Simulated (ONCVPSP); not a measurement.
selenium: ONCV pseudisation with PBE, scalar-relativistic reference atom.

Se, optimised norm-conserving Vanderbilt (ONCV), made with ONCVPSP 4.0.1 (PBE, scalar-relativistic). Core [Ar] 3d10, reference 4s2 4p4. Waves: 4s: rc 1.35 bohr, ncon 3, nbas 7, qcut 5.1 1/bohr, 2 projectors, debl 0.3 Ha; 4p: rc 1.95 bohr, ncon 4, nbas 7, qcut 4.1 1/bohr, 2 projectors, debl 1.1 Ha; d scattering state at 0.03 Ha: rc 1.95 bohr, ncon 4, nbas 8, qcut 4.5 1/bohr, 2 projectors, debl 2.3 Ha. Local part: polynomial inside 1.20 bohr (lpopt 3, dvloc0 3 Ha). Core correction: Teter function, fcfact 1.75, rcfact 1.6.

In the s channel the program set the typed energies aside and used -0.635, 0.250 Ha.

All-electron outer shells of the reference configuration (PBE, scalar-relativistic, ld1.x):

```
shell  level (eV)  outermost node (bohr)  outermost maximum (bohr)
   3p     -152.98                   0.21                      0.50
   3d      -53.12                      –                      0.45
   4s      -17.29                   0.70                      1.51
   4p       -6.51                   0.74                      1.82
```

Problem. Does the generator finish with these settings?

Solution. Yes, a potential is produced and its reference levels are reproduced.

Problem. Estimate the cutoffs (Ha) at which the residual kinetic energy of the hardest occupied pseudo-wave falls to 1 and 0.1 mHa per electron.

Solution. 11 Ha and 31 Ha. The cutoffs count occupied waves only; projector 2 of the d channel, the hardest unoccupied one, needs 74 Ha at the loose tolerance.

Problem. What does a ghost test show?

Solution. No bound ghost flagged; GHOST(+) flagged for s at 119.9 eV.

Problem. Tests: 4s2 4p3; 4s2 4p2; 4s2 4p1; 4s1 4p4. Which has the largest error in its energy relative to the reference configuration, and how large is it?

Solution. 4s2 4p1, with -188 meV (all-electron minus pseudo) on +62.06 eV.
